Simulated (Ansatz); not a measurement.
One geometry of [FeO3N]- (FeNO3⁻), several levels of theory.

```yaml
crystal:
  periodic: [false, false, false]
  atoms:
    - {symbol: Fe, position_ang: [-0.001894, -0.003274, -0.001367]}
    - {symbol: O, position_ang: [-0.003420, -0.042843, 1.624003]}
    - {symbol: O, position_ang: [1.523113, -0.013528, -0.564964]}
    - {symbol: O, position_ang: [-0.792140, 1.313665, -0.534826]}
    - {symbol: N, position_ang: [-0.725659, -1.254021, -0.522857]}
basis:
  gaussian: {orbitals: def2-TZVPD, initial_orbitals: start.molden}
total_charge: -1
hamiltonian: {xc: pbe0, dispersion: d4}
scf: {omitted_lower_state_checks: [starts]}
output: {orbitals: {seedname: orbitals}}
```

The file start.molden holds the orbitals of an earlier run on this structure, at another level or in another basis.

```sh
$ ansatz run in.yaml --threads 4 --pin off --events-out ev --progress --plain --max-ram 3916MiB
```

Output, abridged:

```
Functional definition: PBE0
1273 factors; their error is unknown
mean field evaluation 1: about -41997.8324 eV, gradient 1.9e2 eV
mean field evaluation 2: about -42003.0069 eV, gradient 6.7e0 eV
mean field evaluation 4: about -42003.2576 eV, gradient 7.2e-4 eV
mean field evaluation 8: about -42003.4135 eV, gradient 3.2e-5 eV
mean field -42003.41352974 eV, -1543.5969762816 hartree, gradient 3.2e-5 eV, S^2 0.000000; 0 other end points of the search recorded, 0 dependent functions left out
reference -42003.41357421 eV, -1543.5969779157 hartree; 29, 29 occupied and 176, 176 virtual orbitals, 1273 factors
Total energy: -42003.53390589 eV, -1543.6014000237 hartree
Checks for a lower state left out: starts
```

Run time 2.3 s (4 threads of Arm Neoverse V2 on a shared host).

The first input with `hamiltonian: {xc: {name: PBE-QIDH}}` and without the key `output` (abridged; 16 s):

```
Functional definition: PBE-QIDH
mean field evaluation 16: about -41975.3412 eV, gradient 6.5e-3 eV
mean field -41975.34123630 eV, -1542.5653385258 hartree, gradient 3.0e-6 eV, S^2 0.000000; unrestricted orbitals would lower it
9 core orbitals not correlated: weight in the atoms' cores, before any rotation towards them, 1.000 or more for the frozen orbitals, at most 0.000 for the correlated occupied ones
second order -79.71219833 eV of doubles, -0.00000000 eV of singles
Total energy: -42001.91198792 eV, -1543.5417956375 hartree
Checks for a lower state left out: starts
```

The first input with `hamiltonian: {xc: {name: revPBE}, dispersion: d4}` (abridged; 1.5 s):

```
Functional definition: revPBE
mean field -42017.21283854 eV, -1544.1040915267 hartree, gradient 2.7e-5 eV, S^2 0.000000
Total energy: -42017.66626754 eV, -1544.1207547348 hartree
Checks for a lower state left out: starts
```

Geometry: B3LYP-D4/def2-SVPD.

Correlated methods freeze 9 core orbitals; core or outer-core shells of Fe are correlated, in sets that lack core-valence functions. The restricted singlet is unstable towards broken spin symmetry in Hartree–Fock (as tested in another run); at PBE0-D4/def2-TZVPD, revPBE-D4/def2-TZVPD this wasn't settled. At PBE-QIDH/def2-TZVPD the restricted singlet (for correlated methods, its reference) is unstable: a solution with broken spin symmetry lies lower.
